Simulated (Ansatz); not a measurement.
Born–Oppenheimer molecular dynamics of FGeH₇O₂Si (12 atoms, charge 0, multiplicity 1). It starts at the highest image of a converged band. Of that band: A structure lower than the first end lies on the path between it and the top, so the climb from that side starts below the end, which may itself be a saddle point or a shallow side well. Neighbouring images differ by up to 2.8 eV, so the band resolves the path poorly. A vibrational analysis at the climbing image gives one clearly imaginary mode, 730i cm⁻¹: a first-order saddle point.

Level of theory: RKS BHLYP/def2-SVP (Ansatz 0.2.0).

```
ensemble                      : NVE (velocity Verlet)
time step                     : 0.5 fs
steps asked                   : 200
starting velocities drawn for : 100 K
seed                          : 10079
```

First frame:

```xyz
12
Properties=species:S:1:pos:R:3
Ge -0.234 -0.062 0.012
O 0.107 0.332 1.889
H -0.620 0.472 2.510
F 1.187 0.128 -0.939
H -1.061 1.179 -0.262
O -1.301 -1.383 -0.365
H -0.886 -2.245 -0.326
Si 1.520 -2.269 1.144
H 1.012 -3.090 -0.006
H 2.978 -2.110 0.899
H 1.384 -3.199 2.308
H 0.640 -0.604 1.952
```

Question: How far do the bonds stretch over the last three quarters of this one trajectory? (Pairs bonded in most of those frames.)

Answer: 
```tsv
bond	mean (Å)	spread (Å)	shortest	longest
Ge1–F4	1.751	0.029	1.70	1.79
Ge1–H5	1.520	0.025	1.47	1.56
Ge1–O6	1.772	0.034	1.70	1.82
Ge1–Si8	2.514	0.331	2.09	3.01
O2–H3	0.960	0.012	0.94	0.98
O2–H12	0.961	0.016	0.94	1.00
O6–H7	0.955	0.011	0.94	0.97
Si8–H9	1.490	0.010	1.47	1.51
Si8–H10	1.483	0.004	1.48	1.49
Si8–H11	1.486	0.017	1.45	1.52
```

Mean temperature of the second half: 1281 K. The conserved energy stayed within 0.057 meV per atom of its start (net change 0.022 meV per atom), so the integration is sound. The kinetic energy rose, since the run started high on the potential surface and went downhill. It ends in pieces (FGeH5OSi + H2O), so much of that is their flight and rotation, not heat. A run of 0.1 ps of so small a system gives no equilibrium averages. The orbitals stay closed-shell, which can raise the energy where a bond breaks towards radicals; this wasn't checked here.

The run took 3 min on 4 threads of AMD EPYC 9R45 96-Core Processor (Zen 5), on a shared host, peak memory 0.35 GiB.
